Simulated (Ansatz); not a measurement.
System: GeH$_{2}$BrF, charge 0, singlet. GeH2BrF (SMILES [F][GeH2][Br]).
B3LYP-D3(BJ)/def2-TZVP minimum from Ansatz (a first-principles code):
```xyz
5

Ge    -0.9382    -0.2687     0.0886
F     -1.6105     1.3355    -0.0187
Br     1.3507    -0.0448    -0.0865
H     -1.2919    -0.8038     1.4774
H     -1.4661    -1.0503    -1.1158
```

Property: atomisation energy (electronic, to ground-state atoms), in kJ/mol. Open shells are spin-unrestricted; no spin-orbit coupling. Cores are frozen in correlated methods (noble-gas shells, and filled d and f shells in the p block). No relativity. CBS(X,Y): correlation extrapolated as X^-3, Hartree-Fock from the larger set (Q,5: extrapolated as (X+1)exp(-9√X)). A bracket is a step between two methods taken in the basis named. Double hybrids freeze cores in their MP2 part. Where a partner has so few electrons that a lower coupled-cluster level is exact, that level stands in. Spin-orbit terms, left out, reach several kcal/mol for Br and I, and more for heavier atoms.

CCSD(T)/CBS(cc-pVQZ,cc-pV5Z) + [CCSDT(Q) - CCSD(T)]/cc-pVTZ (Ansatz) gives 1419.9 kJ/mol.

Q: What does PBE/def2-TZVPD (Ansatz) give here, and how do the other levels compare?

A: PBE gives 1400.1 kJ/mol, 19.8 kJ/mol below it. Differences of the others: r2SCAN/def2-TZVPD (Ansatz) -8.6; PBE0/def2-TZVPD (Ansatz) -45.1; B2PLYP/def2-TZVPD (Ansatz) -43.6; CCSD(T)/CBS(cc-pVQZ,cc-pV5Z) (Ansatz) -0.3 kJ/mol.
